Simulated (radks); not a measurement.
Spherical jellium clusters: N electrons in a uniform positive sphere of charge N and radius rs N^(1/3), rs = 4.63 bohr. Calculated with a radial shooting solver with Libxc functionals: non-relativistic Kohn-Sham, LDA (Slater exchange, Perdew-Wang correlation), spin-polarised, spherical densities. Levels are named by radial order and angular momentum (1s, 1p, 1d, 2s, ...), and open shells are averaged over m.

N = 4, configuration 1s2 1p(up 2, down 0). This is the lowest configuration that the search found. Occupied and some empty levels:

level    occupation  eigenvalue (eV)  <r> (bohr)
1s up             1          -3.7600       5.164
1s down           1          -3.2927       5.158
1p up             2          -2.4421       6.493
1p down           0          -1.9790       6.700
1d up             0         -0.99036       8.083
2s up             0         -0.81935       9.026
1d down           0         -0.63107       8.703
2s down           0         -0.62060       9.760

Energy (eV): total -6.25781, kinetic 5.6988, external -68.830, Hartree 33.566, exchange-correlation -12.235, background 35.543.

Electron density:

r (bohr)  n(r) (e/bohr^3)
0.875            0.003045
1.81             0.003122
2.75             0.003144
3.69             0.002985
4.63             0.002567
5.57             0.001937
6.51             0.001260
7.45            0.0007079
8.38            0.0003547
9.32            0.0001648
10.3           0.00007289
11.2           0.00003105
12.1           0.00001292
